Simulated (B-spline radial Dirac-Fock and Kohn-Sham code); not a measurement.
# Binding energies of W⁵⁰⁺ at several levels of theory

System: the W⁵⁰⁺ ion, configuration [Ar] 3d6.

The density-functional columns are spherical, spin-unpolarised Dirac-Kohn-Sham results without Breit or QED terms: −ε is minus the orbital energy of the initial state and ΔSCF the difference of two total energies. The reference in the last column comes from multi-electron Dirac-Fock with separately optimised hole states, Breit and Lamb-shift corrections added in first order. All numbers are from a radial B-spline solver, in eV; a selection of levels is shown. For the 1s level of heavy atoms much of the gap between ΔSCF and the reference is the Breit and QED part, -350.0 eV here; for other levels the error of the functional can be larger.

```
level   LDA −ε  LDA ΔSCF  Dirac-Fock
   1s  72348.5   72946.2     72607.2
   2s  14920.5   15061.3     15107.4
2p1/2  14425.3   14596.7     14564.8
2p3/2  13061.8   13214.2     13213.8
   3s   5438.7    5498.3      5531.8
3p1/2   5232.6    5295.7      5301.4
3p3/2   4907.0    4966.1      4976.9
   3d   4539.5    4606.7      4603.4
```

Values without a named source are computed, but for edge energies of neutral atoms, which are taken from tables.
